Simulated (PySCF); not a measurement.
The complex [TcF6]2- (charge -2) contains Tc(IV), shell d3. The structure is a PBE0-D3(BJ)/def2-TZVP, IEF-PCM water geometry optimised for multiplicity 4; coordination octahedral, point group Oh, metal–donor distances 1.94 Å.

The d shell alone is too small an active space for [TcF6]2- (an active orbital has only 0.68 squared overlap with the free ion's shell): its levels, fitted parameters, g values and moments show what this model gives and aren't sound predictions.

```
7

Tc    0.000    0.000    0.000
F     1.938    0.000    0.000
F    -1.938    0.000    0.000
F     0.000    1.938    0.000
F     0.000   -1.938    0.000
F     0.000    0.000    1.938
F     0.000    0.000   -1.938
```

Method (PySCF 2.14, density fitting): CASSCF(3,5) with orbitals averaged over all microstates of the shell, strongly contracted NEVPT2 on the averaged canonical orbitals; basis x2c-TZVPall on the metal, x2c-SVPall elsewhere; spin-free X2C; IEF-PCM water; spin-orbit coupling by state interaction with the mean-field operator over all roots.

(1) What is the ground state?

(2) List the excited states of the same spin.

(3) Which is the lowest state of another spin?

(4) What ligand-field parameters describe the result?

(5) What are the magnetic parameters?

Charge-transfer states lie outside this active space and may come lower than some of these levels. NEVPT2 on the d shell alone tends to put d–d bands too high for such charged or covalently bound ions.

The job took 12 s on one thread of Arm Neoverse V2 (shared host), with 147 basis functions and a peak of 0.56 GiB, launched as `OMP_NUM_THREADS=1 python lf_run.py task.json out`.

Results:

(1) 4A2g (S = 3/2, orbital degeneracy 1), with 3.0 electrons in the lower (t2g-type) set and 0.0 in the upper (eg-type) set, by NEVPT2.

(2) By NEVPT2: 4T2g at 32703 cm⁻¹ (306 nm); 4T1g at 39086 cm⁻¹ (256 nm); 4T1g at 67073 cm⁻¹. All are electric-dipole forbidden at this geometry.

(3) 2Eg at 13407 cm⁻¹ by NEVPT2; CASSCF alone puts it at 15140 cm⁻¹ above the same ground state.

(4) At CASSCF level (the NEVPT2 levels don't fit a ligand-field model well): orbital energies 0, 0, 0, 29923, 29923 cm⁻¹; 10Dq = 29923 cm⁻¹; B = 749 cm⁻¹; C = 2980 cm⁻¹; B over its free-ion value at the same level 0.821; rms of the fit 291 cm⁻¹; ζ = 953 cm⁻¹ (free ion 1084).

(5) The ground multiplet follows a spin Hamiltonian with S = 3/2, g = 1.941, 1.941, 1.941, D = 0 (spin-orbit part alone); the lowest levels hold 100 % of the spin-free ground state. μeff is 3.77 μB at 300 K and 3.76 μB at 10 K; the spin-only value is 3.88 μB.
